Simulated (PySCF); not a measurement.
Zn(Et)(OH), SMILES C[CH2][Zn][OH] (C2H6OZn), PBE0/def2-SVP optimised geometry.

```
10

Zn     0.70    -0.66     0.00
C     -1.24    -0.53     0.00
C     -1.79     0.89    -0.09
H     -1.61    -1.02     0.92
H     -1.62    -1.14    -0.84
H     -1.48     1.40    -1.02
H     -1.47     1.52     0.75
H     -2.90     0.90    -0.09
O      2.47    -0.66     0.00
H      2.90    -1.52    -0.04
```

Density from PBE0/def2-TZVP in PySCF at that geometry.

Minimum of the electron density along straight lines between bonded atoms, close to the bond critical point (lines longer than 1.1 times the sum of covalent radii, or with two minima, are not listed):

```
bond    length / Å  ρ at the minimum / e bohr⁻³  ∇²ρ there / e bohr⁻⁵  position (fraction from the first atom)
------  ----------  ---------------------------  --------------------  ---------------------------------------
Zn1–C2       1.942                        0.117                  0.20                                     0.49
C2–C3        1.528                        0.240                 -0.58                                     0.50
C2–H4        1.104                        0.267                 -0.87                                     0.64
C2–H5        1.104                        0.267                 -0.87                                     0.64
C3–H6        1.102                        0.271                 -0.91                                     0.64
C3–H7        1.102                        0.271                 -0.91                                     0.64
C3–H8        1.104                        0.270                 -0.90                                     0.64
Zn1–O9       1.779                        0.137                  0.72                                     0.49
O9–H10       0.961                        0.358                 -2.37                                     0.80
```
